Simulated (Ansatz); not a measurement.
Job for Ansatz (an electronic-structure program): R-CCSD(T)/def2-TZVPPD on ClGaH2 (SMILES [Cl][GaH2]), atoms moved off the minimum. Files ending in .json are basis or fitting sets from the Basis Set Exchange. The run froze 19 orbitals, filled d shells among them.

Ansatz 0.2 input:
```yaml
crystal:
  periodic: [false, false, false]
  atoms:
    - {symbol: Ga, position_ang: [-0.05606576, -0.31951266, -0.83723570]}
    - {symbol: H, position_ang: [-1.36034878, -0.37009833, -1.36162887]}
    - {symbol: H, position_ang: [1.46874421, -0.73577295, -1.20170665]}
    - {symbol: Cl, position_ang: [0.02909784, 0.43076032, 1.40795911]}
basis:
  gaussian:
    orbitals: def2-TZVPPD.json
magnetization: {spin_polarized: false}
correlation: {method: ccsd_t, electrons: outside_noble_gas}
scf: {lower_state_search: off}
output: {forces: true}
```

### Question
Predict the final total energy.

### Answer
-2384.2675 hartree (reference determinant -2383.9537, T1 diagnostic 0.010).

### Question
How many basis functions does it have, and what does it roughly cost on one machine?

### Answer
139 functions; about 40 core-seconds (a rough figure).
